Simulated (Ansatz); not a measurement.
C₂H₇FN₂Si, SMILES `C=NC(F)N[SiH3]`. Total charge 0; spin multiplicity 1.

```xyz
13

C     1.371    2.009   -1.064
N     1.415    0.972   -0.351
C     0.220    0.495    0.268
F    -0.906    1.278   -0.076
N     0.008   -0.852   -0.058
Si   -1.148   -1.865    0.735
H     2.295    2.352   -1.527
H     0.460    2.583   -1.241
H     0.313    0.624    1.352
H     0.353   -1.098   -0.974
H    -0.758   -3.272    0.464
H    -1.069   -1.553    2.185
H    -2.554   -1.675    0.288
```

Problem. Give the diagnostics of a CCSD(T)/def2-TZVPP run (frozen core, Ansatz 0.2.0). (An estimate is asked.)

Solution. Computed: T1 = 0.0123, largest single amplitude 0.013, largest double 0.046, (T) share of the correlation energy 3.8 %, 9 CCSD cycles. The RHF solution is stable towards an unrestricted one. T1 lies under the customary mark of 0.02 for closed shells.
